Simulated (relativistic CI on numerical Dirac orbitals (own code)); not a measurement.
**What each ingredient does to the levels of Bi51+**

Base calculation: Dirac-Coulomb-Breit CI, separate exchange-only KLI orbitals for each configuration, model QED (radiative potential, 1s self-energy scaled to tabulated hydrogen-like ionisation energies), unscaled Slater integrals.

CI space (outside the closed core [Ar] 3d10): 4s²4p², 4s4p³, 4s²4p4d, 4p⁴, 4s²4d², 4s²4p4f, 4s4p²4d, 4s4p²4f, 4s²4f², 4p²4d², 4p³4d, 4s²4d4f, 4s4p4d², 4p²4f², 4p³4f, 4s4p4d4f. Levels of other configurations are missing.

Variants: (1) configuration mixing switched off; (2) one mean potential for all configurations. Shifts of the energy above 4s²4p² ³P0, in eV, for the lowest level and the first level of each name with at least 55 % of one term (blank where a level changes its place among those of its configuration and J or its character, or is not in the variant):

```csv
Level,Base,Δ(1),Δ(2)
4s²4p² ³P0,0.000,0.000,0.000
4s²4p² ³P1,172.606,+0.161,+0.005
4s²4p² ¹D2,177.783,+0.524,+0.005
4s²4p² ³P2,354.324,+1.334,+0.010
4s²4p4d ³F°2,358.213,-0.014,+0.002
4s²4p² ¹S0,365.448,+1.961,+0.009
4s4p³ ³D°3,472.385,+0.938,+0.055
4s4p³ ³P°0,479.169,+2.668,+0.054
4s4p³ ¹D°2,490.703,+4.596,+0.051
4s²4p4d ³P°0,553.148,-2.343,0.000
4s²4p4d ³F°4,575.281,+0.106,-0.008
4s²4p4d ³D°3,597.610,-0.430,-0.003
4s²4p4d ¹P°1,600.849,+0.398,0.000
4s²4p4f ³G3,607.794,+2.587,-0.151
```

At this charge energies of transitions that change n are usually good to better than 1 %, and those within a shell (Δn = 0) to a few per cent.

Ionisation energy from the two ground configurations alone: base 3077.99 eV. The NIST ASD value (theoretical) is 3078 eV.

LS names give the leading component of a level, which can be under half, so a name can repeat, a term be missing and a line seem to break the LS rules.
